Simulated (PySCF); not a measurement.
C3H3BFNO. Atoms are numbered in the order given.

```xyz
10

F     -0.0073    -2.2767     0.0000
B     -0.0796    -0.9535     0.0000
N     -1.3037    -0.2304     0.0000
C     -1.2061     1.0645     0.0000
C      0.0491     1.7763     0.0000
C      1.1887     1.0357     0.0000
O      1.1549    -0.2969     0.0000
H     -2.1304     1.6677     0.0000
H      0.0909     2.8657     0.0000
H      2.1996     1.4531     0.0000
```

Coordinates come from a B3LYP-D3(BJ)/def2-SVP optimisation. The structure was generated by enumeration, and PubChem lists no compound with its InChIKey, so it may never have been made.

The numbers are results of TDA-PBE/def2-SVPD (PySCF), not measurements.

Vertical excitations. Isolated molecule, no solvent. State labels are in the subgroup Cs.

Computed lowest excited states:
| state | symmetry | energy (eV) | λ (nm) | f | main pairs |
|---|---|---|---|---|---|
| S1 | A" | 3.27 | 379 | 0.002 | HOMO→LUMO 100 % |
| S2 | A" | 5.07 | 244 | 0.000 | HOMO→LUMO+1 100 % |
| S3 | A' | 5.43 | 228 | 0.193 | HOMO−1→LUMO 84 % |
| S4 | A' | 5.86 | 212 | 0.018 | HOMO→LUMO+2 99 % |
| S5 | A" | 6.29 | 197 | 0.000 | HOMO−3→LUMO 99 % |
| S6 | A' | 6.49 | 191 | 0.012 | HOMO→LUMO+3 94 % |
| S7 | A" | 6.75 | 184 | 0.003 | HOMO−1→LUMO+2 99 % |
| S8 | A' | 6.76 | 183 | 0.020 | HOMO−1→LUMO+1 49 %, HOMO−2→LUMO 31 % |
| S9 | A' | 6.83 | 181 | 0.020 | HOMO→LUMO+4 99 % |
| S10 | A" | 6.84 | 181 | 0.000 | HOMO−4→LUMO 99 % |
| T1 | A" | 2.83 | 438 | 0 | HOMO→LUMO 100 % |
| T2 | A' | 3.48 | 356 | 0 | HOMO−1→LUMO 98 % |
| T3 | A" | 4.93 | 251 | 0 | HOMO→LUMO+1 100 % |
| T4 | A' | 5.34 | 232 | 0 | HOMO−2→LUMO 93 % |
Triplets are in the Tamm–Dancoff approximation.
